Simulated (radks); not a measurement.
Species: the niobium ion Nb3+. Configuration: [Kr] 4d1 5s1 (not the ground configuration).

All-electron calculation, scalar-relativistic Kohn-Sham, r2SCAN, spin-polarised, spherical densities, finite nucleus; open shells are filled with parallel spins first (spin-orbit coupling, left out, can overturn this in heavy ions); meta-GGA in the generalised Kohn-Sham scheme; Fermi nuclear charge, rms radius 4.324 fm. Program: a radial shooting solver on a logarithmic mesh with Libxc functionals.

Energy parts (Ry):
part                        energy
total                  -7636.58861
kinetic                 7863.37134
electron-nucleus      -18298.06057
Hartree                 3034.15237
exchange-correlation    -236.05175

Orbitals (lengths in bohr, moments of r in powers of bohr; <r^-3> diverges for s and p1/2):
orbital,occ.,eigenvalue (Ry),<1/r>,<r^-3>
1s up,1,-1388.158,42.39,-
1s down,1,-1388.156,42.39,-
2s up,1,-197.3743,9.542,-
2s down,1,-197.3593,9.542,-
2p up,3,-176.3421,9.272,2347
2p down,3,-176.3307,9.272,2347
3s up,1,-35.54744,3.263,-
3s down,1,-35.53904,3.263,-
3p up,3,-28.60370,3.096,385.2
3p down,3,-28.59348,3.095,385.1
3d up,5,-17.29553,2.854,50.46
3d down,5,-17.27951,2.854,50.46
4s up,1,-7.01095,1.185,-
4s down,1,-6.93185,1.188,-
4p up,3,-5.15339,1.058,54.97
4p down,3,-5.06313,1.065,55.71
4d up,1,-2.51331,0.7872,4.482
4d down,0,-2.36197,0.8134,4.829
5s up,1,-2.06076,0.4757,-

The highest occupied level is 5s up at -28.038 eV. The configuration is held as typed, so some empty levels lie below it. The density falls to 0.001 e/bohr^3 at r = 3.86 bohr. Summed over all electrons, <r^2> = 29.65 bohr^2, which gives a Langevin (diamagnetic) susceptibility term of -23.5 x 10^-6 cm^3/mol. The spin density at the nucleus is 20.53 e/bohr^3 (1s 0.20, 2s -0.25, 3s 0.31, 4s -0.72, 5s 20.98).
